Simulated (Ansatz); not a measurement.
Reaction (isomerisation): `N#[C][GaH][OH]` → `N#C[O][GaH2]`

Program: Ansatz. Geometries: PBE0-D4/def2-TZVP. ΔE: electronic, gas phase. CBS: MP2 limit from def2 TZ/QZ plus the TZ coupled-cluster correction, frozen cores. DFT in def2-TZVPP. For Ga outer-core shells are correlated without core-valence functions, which leaves a few kJ/mol of doubt a bond. Scalar relativity is left out up to krypton. Each species was taken in one conformer, which may not be the lowest.

```tsv
level	ΔE (eV)
r2SCAN-D4	0.86
r2SCANh-D4	0.86
BLYP	0.85
SCS-MP2/def2-QZVPP	1.14
```

Problem. What does CCSD(T)/CBS give? (An estimate is asked.)

Solution. The calculation gave: +1.12 eV. The listed levels differ from it by -0.26, -0.26, -0.27, 0.02 eV.

Largest T1 diagnostic among the species: 0.015.

From PBE to PBE0 (25 % exact exchange), in def2-TZVPP and without D4, ΔE moves by +0.04 eV. In def2-TZVPP, CCSD(T) changes the Hartree–Fock value by +0.17 eV (the triples alone add +0.00 eV) and MP2 by +0.22 eV.
